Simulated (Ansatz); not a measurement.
System: ReO, net charge 0, quartet state. The spin state was set by rule; other spins were not relaxed. 
Geometry from a B3LYP-D3(BJ)/def2-TZVP (Ansatz, an electronic-structure program) optimisation:
```xyz
2

Re     0.0000     0.0000    -0.1628
O      0.0000     0.0000     1.5259
```
Charge 0, spin multiplicity 4.

Basis-set convergence of Hartree-Fock and CCSD correlation energies (hartree) with Ansatz. Correlated levels leave the core frozen unless marked. Open shells are spin-unrestricted. No spin-orbit coupling. Frozen are the shells of the preceding noble gas and the d and f shells that filled before the atom's block. In def2 rows, elements after Kr have scalar-relativistic effective core potentials.

The UHF reference is spin-contaminated (<S^2> 0.75 over the pure value in the largest basis). The T1 diagnostic of CCSD in the largest basis is 0.098, which is high, so the coupled-cluster rows are less sure than usual.

```
basis       functions       E(HF)  E(corr, CCSD)
----------  ---------  ----------  -------------
def2-SVP           46  -152.25748       -0.33591
def2-TZVPP         87  -152.36919       -0.41855
def2-QZVPP        145  -152.37393       -0.44267
```

Extrapolating the two largest sets (X = 3 and 4) as X^-3: E(corr) = (64·(-0.44267) - 27·(-0.41855))/37 = -0.4603 Eh, an estimate of the basis-set limit. The largest set recovers 96.2 % of it, the smallest 73.0 %.
